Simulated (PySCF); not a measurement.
All values below come from B3LYP-D3(BJ)/def2-TZVP // B3LYP-D3(BJ)/def2-SVP (PySCF). All species are isolated molecules in the gas phase. One relaxed conformer stands for a flexible species; it need not be the lowest. B3LYP has the VWN-RPA correlation part, as in Gaussian. Delta-SCF ions had no search for a lower state. Excitations are Tamm–Dancoff values on a coarser integration grid. The basis has no diffuse functions, so Rydberg states are missing or too high.

Reference species (SMILES): `CO[SiH2][SiH2][SiH2]C(F)(F)F` (neutral, multiplicity 1).

- vertical ionisation energy (Delta-SCF): 9.52 eV
- S1 excitation (TDA): 5.88 eV
- S1 oscillator strength: 0.035
- HOMO–LUMO gap: 6.80 eV

Changed species: `CO[Si]([SiH3])([SiH3])C(F)(F)F` (C–O–Si–Si torsion 175°).

Problem. What does the change do to the vertical ionisation energy (Delta-SCF), S1 excitation (TDA), S1 oscillator strength and HOMO–LUMO gap?

Solution. the vertical ionisation energy (Delta-SCF) goes up by 0.09 eV, to 9.61 eV; the S1 excitation (TDA) falls by 0.13 eV, to 5.75 eV; the S1 oscillator strength falls by 0.013, to 0.022; the HOMO–LUMO gap drops by 0.09 eV, to 6.71 eV.
